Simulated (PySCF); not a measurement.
`N#[C][Ge@H]([NH2])[Si@@H](F)[SiH3]`, CH$_{7}$FGeN$_{2}$Si$_{2}$

Geometry:
| atom | x (Å) | y (Å) | z (Å) |
| --- | --- | --- | --- |
| N1 | -0.747 | -2.928 | 0.955 |
| C2 | -0.994 | -1.824 | 0.773 |
| Ge3 | -1.324 | 0.056 | 0.491 |
| N4 | -2.422 | 0.002 | -0.964 |
| Si5 | 0.664 | 1.154 | -0.134 |
| F6 | 0.816 | 2.350 | 0.955 |
| Si7 | 2.588 | -0.146 | -0.076 |
| H8 | -2.079 | 0.384 | 1.793 |
| H9 | -2.690 | 0.886 | -1.371 |
| H10 | -3.246 | -0.582 | -0.908 |
| H11 | 0.379 | 1.941 | -1.338 |
| H12 | 3.201 | -0.209 | -1.406 |
| H13 | 2.276 | -1.508 | 0.364 |
| H14 | 3.576 | 0.423 | 0.843 |

Level of theory: TDDFT BHandHLYP/def2-SVPD circular dichroism and optical rotation, one conformer, gas phase (PySCF). Geometry: GFN2-xTB.

The molecule is flexible and this is one conformer; a measurement averages over conformers. The calculation is non-relativistic, which matters for the atoms heavier than Zn.

Q: Draw the ECD and absorption spectra from the lowest 8 states, each a Gaussian of half-width 0.25 eV at 1/e height.

A: 
| E (eV) | λ (nm) | Δε (L mol⁻¹ cm⁻¹) | ε (L mol⁻¹ cm⁻¹) |
| --- | --- | --- | --- |
| 5.15 | 241 | +0.07 | 24.9 |
| 5.25 | 236 | +0.30 | 105 |
| 5.35 | 232 | +0.91 | 322 |
| 5.45 | 228 | +2.02 | 718 |
| 5.55 | 223 | +3.25 | 1170 |
| 5.65 | 219 | +3.73 | 1410 |
| 5.75 | 216 | +2.82 | 1390 |
| 5.85 | 212 | +0.65 | 1430 |
| 5.95 | 208 | -2.25 | 1960 |
| 6.05 | 205 | -5.14 | 2900 |
| 6.15 | 202 | -7.10 | 3670 |
| 6.25 | 198 | -7.40 | 3700 |
| 6.35 | 195 | -6.21 | 3030 |
| 6.45 | 192 | -4.31 | 2230 |
| 6.55 | 189 | -1.69 | 2050 |
| 6.65 | 186 | +3.81 | 3050 |
| 6.75 | 184 | +14.46 | 5240 |
| 6.85 | 181 | +27.03 | 7890 |
| 6.95 | 178 | +33.02 | 9960 |
| 7.05 | 176 | +29.29 | 10700 |
| 7.15 | 173 | +22.45 | 9950 |
| 7.25 | 171 | +18.20 | 8140 |

Δε uses R in velocity form, ε uses f in length form. Only the states computed contribute, so the short-wavelength end is incomplete.
